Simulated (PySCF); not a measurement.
# [Bi(NH2)4]− at several levels of theory

Computed with PySCF 2.14.0 (density fitting, no spin-orbit coupling) at the geometry relaxed with PBE0:

```xyz
13
[Bi(NH2)4]− (singlet)
Bi    0.8207    0.0000    0.0000
N     0.1187    1.6109    1.6109
H     0.5847    1.3569    2.4917
H     0.5847    2.4917    1.3569
N    -0.4676   -1.2649    1.2649
H    -1.0576   -0.5554    1.7108
H    -1.0576   -1.7108    0.5554
N     0.1187   -1.6109   -1.6109
H     0.5847   -2.4917   -1.3569
H     0.5847   -1.3569   -2.4917
N    -0.4676    1.2649   -1.2649
H    -1.0576    1.7108   -0.5554
H    -1.0576    0.5554   -1.7108
```

```csv
level,basis,state,HOMO (eV),gap (eV),charge on Bi1 (e),dipole about the centre of mass (D),largest force component (eV/Å)
PBE0,"Bi def2-SVP with ECP60, N def2-SVP, H def2-SVP",singlet,-0.29,5.64,0.61,3.74,0.00
PBE0,"Bi def2-TZVP with ECP60, N def2-TZVP, H def2-TZVP",singlet,-0.82,5.30,0.88,4.04,0.55
```

Charges are Mulliken's, which hang on the basis. The relaxation used the grid (50, 194), these runs (75, 302) or, all-electron (x2c bases, spin-free X2C Hamiltonian), (99, 590).

A further run in the first row's basis gives HOMO (eV) 0.39, gap (eV) 4.63, charge on Bi1 (e) 0.56, dipole about the centre of mass (D) 3.61, largest force component (eV/Å) 0.38. Which level was it?
A. TPSSh
B. M06-L

A. The others give HOMO 0.77 eV (M06-L).

In the first row's basis the gap widens with exact exchange: 4.1 eV for M06-L (none); 4.6 to 5.6 eV for TPSSh, PBE0 (a fixed share).

The highest filled level of some runs lies above zero, as often for anions with such functionals and bases.
